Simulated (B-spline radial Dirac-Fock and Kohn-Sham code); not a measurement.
ΔSCF core binding energies without Breit or QED terms, calculated with a radial atomic solver.

A sound run for atomic strontium, configuration 1s2 2s2 2p6 3s2 3p6 3d10 4s2 4p6 5s2: The ground state converged in 10 iterations, with total energy -3178.08083 Ha, virial ratio 1.97048 and highest orbital energy -4.93 eV. ΔSCF binding energies: K (1s) 16152.2 eV, L3 (2p3/2) 1951.9 eV, M5 (3d5/2) 141.2 eV.

A second run, with one unsound setting: The ground state had not converged after 62 iterations, with total energy -3178.08031 Ha, virial ratio 1.97010 and highest orbital energy -4.95 eV. ΔSCF binding energies: K (1s) 16152.4 eV, L3 (2p3/2) 1952.0 eV, M5 (3d5/2) 141.3 eV (not all states converged, so these are not final).

```
iter   energy (Ha)        error
   1    -3177.45847803  1.37e+00
   2    -3177.97315043  1.16e-01
   3    -3177.98264841  1.11e-01
   4    -3177.99130877  1.06e-01
   5    -3177.99920504  1.01e-01
   6    -3178.00640432  9.61e-02
   7    -3178.01296788  9.16e-02
   8    -3178.01895165  8.73e-02
   9    -3178.02440667  8.33e-02
  17    -3178.05382861  5.68e-02
  25    -3178.06785272  3.86e-02
  33    -3178.07454508  2.63e-02
  41    -3178.07774985  1.78e-02
  49    -3178.07929423  1.21e-02
  57    -3178.08004587  8.45e-03
  62    -3178.08030692  7.04e-03
```

Question: Which fault fits the second run best?
A. damping too heavy
B. mesh too coarse
C. too few quadrature points
D. box too small

Answer: A. The input had damp = 0.97; ndamp = 100: damp is so close to 1 that the orbitals hardly move in each step.
